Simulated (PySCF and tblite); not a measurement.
C₅H₁₀O₂, numbered as in [CH3:1][O:2][C:3](=[O:4])[CH:5]([CH3:6])[CH3:7].

The ensemble was built from 90 distance-geometry starts (ETKDG and KDG, MMFF94s, GFN2-xTB) and rests on GFN2-xTB geometries. Free energies are B3LYP-D3(BJ)/def2-SVP (IEF-PCM, chloroform) single points with GFN2-xTB rigid-rotor and vibrational terms (modes under about 100 cm⁻¹ blended into free rotors). Symmetry numbers and mirror images are counted. Conformers within 3 kcal/mol (GFN2-xTB free energy) were kept, 10 at most. GIAO shieldings: wB97X-D/pcSseg-1 (IEF-PCM, chloroform). Shifts are against TMS (¹H), TMS (¹³C) at the same level. (PySCF 2.14, tblite 0.8.)

Torsions listed: C1–O2–C3–O4, O2–C3–C5–C6. Of a mirror pair one member is shown.

```csv
conformer,shape,weight %,dipole D
1,"0°, 139°",86.9,2.01
2,"0°, -61°",13.1,2.17
```

Question: How do the computed shifts compare with measured ones?

Answer: 
| nucleus | signal | leading conformer | average | measured | medium |
| --- | --- | --- | --- | --- | --- |
| ¹H | H5 | 2.53 | 2.52 | 2.56 | not stated per compound (mostly CDCl3 or CCl4) |
| ¹H | H6/H7 | 1.22 | 1.22 | 1.17 | not stated per compound (mostly CDCl3 or CCl4) |
| ¹³C | C5 | 39.6 | 39.9 | 34.1 | not stated per compound (mostly CDCl3 or CCl4) |
| ¹³C | C6/C7 | 22.2 | 22.2 | 19.1 | not stated per compound (mostly CDCl3 or CCl4) |

Measured values: Pretsch, Buehlmann, Badertscher, Structure Determination of Organic Compounds, 4th ed. (2009). Mean difference for ¹H: 0.01 ppm, scatter 0.05 ppm. Mean difference for ¹³C: 4.45 ppm, scatter 1.35 ppm. The computed shifts are unscaled and lack vibrational corrections.


Conformer gaps in def2-SVP on xTB geometries can be 2 kcal/mol too large for S=O, P=O and other polar bonds.